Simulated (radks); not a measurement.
The numbers below are computed, except where a source is named.
Trend from Rb4+ to Xe4+: ionisation energy by Delta-SCF between NIST ground configurations, and size. Level of theory: scalar-relativistic Kohn-Sham, BLYP, spin-polarised, spherical densities, point nucleus; open shells are filled with parallel spins first (spin-orbit coupling, left out, can overturn this in heavy ions) (a radial shooting solver on a logarithmic mesh with Libxc functionals).

\begin{tabular}{lrrrrr}
species & configuration & configuration of the ion & IE (eV) & NIST (eV) & kind \\ \hline
Rb4+ & [Ar] 3d10 4s2 4p3 & [Ar] 3d10 4s2 4p2 & 68.874 & 68.4 & theory \\
Sr4+ & [Ar] 3d10 4s2 4p4 & [Ar] 3d10 4s2 4p3 & 70.227 & 71 & semi-emp. \\
Zr4+ & [Kr] & [Ar] 3d10 4s2 4p5 & 80.439 & 80.35 & semi-emp. \\
Nb4+ & [Kr] 4d1 & [Kr] & 50.421 & 50.573 & exp. \\
Mo4+ & [Kr] 4d2 & [Kr] 4d1 & 53.969 & 54.42 & semi-emp. \\
Tc4+ & [Kr] 4d3 & [Kr] 4d2 & 57.387 & 57 & theory \\
Ru4+ & [Kr] 4d4 & [Kr] 4d3 & 60.709 & 59 & theory \\
Rh4+ & [Kr] 4d5 & [Kr] 4d4 & 63.958 & 63 & theory \\
Pd4+ & [Kr] 4d6 & [Kr] 4d5 & 63.061 & 61 & theory \\
Ag4+ & [Kr] 4d7 & [Kr] 4d6 & 66.536 & 65 & theory \\
Cd4+ & [Kr] 4d8 & [Kr] 4d7 & 69.960 & 68 & theory \\
In4+ & [Kr] 4d9 & [Kr] 4d8 & 73.324 & 69 & semi-emp. \\
Sn4+ & [Kr] 4d10 & [Kr] 4d9 & 76.631 & 77.03 & exp. \\
Sb4+ & [Kr] 4d10 5s1 & [Kr] 4d10 & 55.969 & 55.0 & semi-emp. \\
Te4+ & [Kr] 4d10 5s2 & [Kr] 4d10 5s1 & 58.974 & 59 & exp. \\
I4+ & [Kr] 4d10 5s2 5p1 & [Kr] 4d10 5s2 & 50.387 & 51.52 & exp. \\
Xe4+ & [Kr] 4d10 5s2 5p2 & [Kr] 4d10 5s2 5p1 & 54.078 & 54.1 & semi-emp. \\
\end{tabular}

Reference values: NIST Atomic Spectra Database (exp. = measured, semi-emp. = semi-empirical, theory = theoretical value adopted there). Open shells are spherical and high-spin; term and fine-structure splittings are not resolved. Spin-orbit splitting is averaged out at the scalar-relativistic level.
